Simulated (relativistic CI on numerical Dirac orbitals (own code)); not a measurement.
# Br XXXII: sensitivity of the levels to the model

Base calculation: Dirac-Coulomb-Breit CI, separate exchange-only KLI orbitals for each configuration, model QED (radiative potential, 1s self-energy scaled to tabulated hydrogen-like ionisation energies), unscaled Slater integrals.

Configurations in the expansion (outside the closed core 1s2): 2s2, 2s 2p, 2p2, 2p 3s, 2p 3p, 2s 3s, 2s 3p, 2s 3d, 2s 4s, 2s 4p, 2s 4d, 2s 4f, 3s2, 3s 3p, 3p2. Levels of other configurations are missing.

Variants: (1) valence Slater integrals scaled by 0.9; (2) Breit term removed; (3) QED terms removed. Shifts of the energy above 2s2 1S_0, in eV, for the lowest level and the first level of each name with at least 55 % of one term (blank where a level changes its place among those of its configuration and J or its character, or is not in the variant):

```csv
Level,Base,Δ(1),Δ(2),Δ(3)
2s2 1S_0,0.00,0.00,0.00,0.00
2s 2p 3P°_0,60.72,-0.14,-1.52,+1.32
2s 2p 3P°_1,70.49,-0.68,-1.01,+1.31
2s 2p 3P°_2,116.49,-0.12,+0.32,+1.20
2s 2p 1P°_1,161.79,-5.10,-0.03,+1.22
2p2 3P_0,172.79,-1.77,-2.84,+2.69
2p2 3P_1,214.35,-0.57,-1.55,+2.61
2p2 1S_0,312.09,-5.54,-0.84,+2.45
2s 3s 3S_1,2107.88,-0.86,+1.20,+0.89
2s 3s 1S_0,2120.18,-1.98,+1.08,+0.91
2s 3p 3P°_0,2137.94,-1.34,+0.61,+1.29
2s 3p 3P°_1,2138.35,-1.32,+0.82,+1.29
2s 3p 1P°_1,2153.27,-0.97,+1.13,+1.34
2s 3p 3P°_2,2154.24,-1.36,+1.18,+1.25
2s 3d 3D_1,2168.42,-0.99,+1.38,+1.32
2s 3d 3D_2,2170.30,-1.12,+1.56,+1.28
2s 3d 3D_3,2173.88,-1.13,+1.64,+1.27
2s 3d 1D_2,2184.12,-2.23,+1.44,+1.29
2p 3s 3P°_0,2185.18,-1.41,-0.28,+2.31
2p 3s 3P°_1,2189.54,-2.00,-0.06,+2.23
2p 3p 3D_1,2204.67,-1.01,-0.52,+2.67
2p 3p 3P_0,2222.07,-2.60,-0.73,+2.69
```

At this charge energies of transitions that change n are usually good to better than 1 %, and those within a shell (Δn = 0) to a few per cent.

Ionisation energy from the two ground configurations alone: base 3727.7 eV; Breit term removed 3729.35 eV; QED terms removed 3729.05 eV. The NIST ASD value (semi-empirical) is 3735 eV.

LS names give the leading component of a level, which can be under half, so a name can repeat, a term be missing and a line seem to break the LS rules.
